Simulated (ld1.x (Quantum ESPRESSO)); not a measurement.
# u(r) = r·R(r): atom against pseudo-atom (Pd (Z = 46))

Columns: radius, all-electron u(r) and pseudo u(r) of the 4d shell (level -4.11 eV) of palladium in the configuration [Ar] 3d10 4s2 4p6 4d10 5s0; PBE, non-relativistic, TM scheme, ld1.x (Quantum ESPRESSO) 7.5.

```
r (bohr)  all-electron   pseudo
   0.185        0.3915  -0.0208
   0.370        0.2041  -0.1445
   0.555       -0.2860  -0.3824
   0.740       -0.6419  -0.6436
   0.925       -0.8101  -0.8190
   1.110       -0.8467  -0.8698
   1.295       -0.8129  -0.8309
   1.480       -0.7484  -0.7551
   1.665       -0.6743  -0.6753
   1.850       -0.6009  -0.6009
   2.035       -0.5327  -0.5327
   2.220       -0.4711  -0.4711
   2.405       -0.4163  -0.4163
   2.590       -0.3680  -0.3680
   2.775       -0.3255  -0.3255
   2.960       -0.2882  -0.2882
   3.145       -0.2554  -0.2554
   3.330       -0.2267  -0.2267
   3.515       -0.2014  -0.2014
   3.700       -0.1791  -0.1791
   3.885       -0.1595  -0.1595
   4.070       -0.1422  -0.1422
   4.255       -0.1268  -0.1268
   4.440       -0.1133  -0.1133
   4.625       -0.1012  -0.1012
   4.810       -0.0905  -0.0905
```

**Question.** How many radial nodes do the two functions have?

**Answer.** The all-electron 4d function has n − l − 1 = 1; the pseudo-wave has 0, since the states of the same l below it are removed with the core.

**Question.** At about which radius was the pseudo-wave matched?

**Answer.** 1.98 bohr, where the columns begin to agree (steps of 0.18 bohr).

**Question.** Where does each function peak?

**Answer.** Outermost all-electron maximum near 1.11 bohr, pseudo maximum near 1.11 bohr (to the table’s step).

**Question.** Is the pseudo-wave norm-conserving?

**Answer.** Yes: the TM scheme keeps the norm inside the radius equal to the all-electron one, which fixes the energy derivative of the logarithmic derivative at the level.
